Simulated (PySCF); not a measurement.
## SMILES c1ccc2cccc-2nc1, C9H7N

Molfile (atoms numbered from 1):
```
C9H7N
     RDKit          3D

 17 18  0  0  0  0  0  0  0  0999 V2000
    2.4568   -0.3296   -0.1805 C   0  0  0  0  0  0  0  0  0  0  0  0
    2.0225    0.9399    0.1878 C   0  0  0  0  0  0  0  0  0  0  0  0
    0.7044    1.3707    0.3692 C   0  0  0  0  0  0  0  0  0  0  0  0
   -0.4517    0.6211    0.2202 C   0  0  0  0  0  0  0  0  0  0  0  0
   -1.7670    1.0605    0.4040 C   0  0  0  0  0  0  0  0  0  0  0  0
   -2.6352   -0.0170    0.1516 C   0  0  0  0  0  0  0  0  0  0  0  0
   -1.9068   -1.1610   -0.1963 C   0  0  0  0  0  0  0  0  0  0  0  0
   -0.5399   -0.8400   -0.1749 C   0  0  0  0  0  0  0  0  0  0  0  0
    0.4112   -1.7109   -0.4592 N   0  0  0  0  0  0  0  0  0  0  0  0
    1.7157   -1.4891   -0.4619 C   0  0  0  0  0  0  0  0  0  0  0  0
    3.5408   -0.4568   -0.2678 H   0  0  0  0  0  0  0  0  0  0  0  0
    2.8029    1.6879    0.3547 H   0  0  0  0  0  0  0  0  0  0  0  0
    0.5665    2.4173    0.6620 H   0  0  0  0  0  0  0  0  0  0  0  0
   -2.0592    2.0697    0.6940 H   0  0  0  0  0  0  0  0  0  0  0  0
   -3.7236    0.0348    0.2185 H   0  0  0  0  0  0  0  0  0  0  0  0
   -2.2961   -2.1459   -0.4466 H   0  0  0  0  0  0  0  0  0  0  0  0
    2.3149   -2.3686   -0.7317 H   0  0  0  0  0  0  0  0  0  0  0  0
  1  2  2  0
  2  3  1  0
  3  4  2  0
  4  5  1  0
  5  6  2  0
  6  7  1  0
  7  8  2  0
  8  9  1  0
  9 10  2  0
 10  1  1  0
  8  4  1  0
  1 11  1  0
  2 12  1  0
  3 13  1  0
  5 14  1  0
  6 15  1  0
  7 16  1  0
 10 17  1  0
M  END
```

Level of theory: TDDFT CAM-B3LYP/aug-cc-pVDZ excited states, vertical, gas phase in PySCF. Geometry: PBE0-D3(BJ)/def2-SVP.

Question: Give the one- and two-photon strengths of the lowest singlets.

Answer: δ for parallel linear polarisation; σ at the peak of a Lorentzian of half width 0.1 eV, single beam; Ω is circular over linear.
```
state  E (eV)      f  photon λ (nm)  δ (au)  σ (GM)     Ω                                  main
   S1    2.20  0.008           1128    7.57    0.01  0.50                        HOMO→LUMO 0.97
   S2    3.51  0.001            707    0.73    0.00  1.50                      HOMO−2→LUMO 0.97
   S3    3.63  0.002            683    29.6    0.14  0.77    HOMO→LUMO+1 0.52, HOMO−1→LUMO 0.47
   S4    4.49  0.000            552    10.7    0.08  1.50                    HOMO−2→LUMO+1 0.96
   S5    4.68  0.288            529     212    1.71  0.43  HOMO−1→LUMO+1 0.58, HOMO→LUMO+1 0.18
   S6    5.03  0.885            493    19.2    0.18  1.12  HOMO−1→LUMO 0.34, HOMO−1→LUMO+1 0.32
```

Among these, the strongest one-photon state is S6, the strongest two-photon state S5, with a dipole change of 1.3 D (relaxed, norm of the difference vector). Half the energy of S3, S4, S5, S6 comes within 0.4 eV of the allowed S1 or passes it, which inflates δ.
